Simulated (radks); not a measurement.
Values are calculated unless marked as measured or tabulated.
Question: Successive ionisation energies (eV) of one element, from differences of total energies of ions in their ground configurations, starting at charge 22: 668.73, 716.05, 764.41, 813.77, 877.67, 930.06, 983.47, 1037.9, 1093.2, 1149.5, 1206.6, 1485.1, 1539.6, 1594.5, 1649.7, 1705.2, 1776.7, 1834.3, 1892.3, 1950.6, 2009.1, 2235.0. Level of theory: non-relativistic Kohn-Sham, TPSS, spin-polarised, spherical densities, point nucleus; open shells are filled with parallel spins first (spin-orbit coupling, left out, can overturn this in heavy ions); meta-GGA in the generalised Kohn-Sham scheme; relativity is left out, which matters for an element this heavy (a radial shooting solver on a logarithmic mesh with Libxc functionals). Which element is it?

Answer: Gold (Z = 79). The first species listed is Au22+ in [Kr] 4d10 4f11, the last Au43+ in [Kr].
